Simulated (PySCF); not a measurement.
# How methods differ on the excitation energy of P⁺

P⁺ [Ne] 3s2 3p2 (3P) → P⁺ [Ne] 3s1 3p3 (5S), as a difference of total energies. All numbers are calculated (PySCF 2.14, scalar relativity by spin-free X2C-1e, in x2c-QZVPPall (9s6p4d2f1g, 70 functions)). Correlated levels: valence: [Ne] frozen. The calculations carry no spin-orbit coupling.

```json
{"method": "UHF", "excitation energy (cm⁻¹)": "32038"}
{"method": "MP2 (valence)", "excitation energy (cm⁻¹)": "41381"}
{"method": "SCS-MP2 (valence)", "excitation energy (cm⁻¹)": "45800"}
{"method": "CCSD (valence)", "excitation energy (cm⁻¹)": "43573"}
{"method": "CCSD(T) (valence)", "excitation energy (cm⁻¹)": "44042"}
```

Errors of the correlated levels include the incompleteness of this basis and the frozen core.

For comparison: 45381 cm⁻¹ (measured; NIST levels, between the centres of gravity of the two terms).
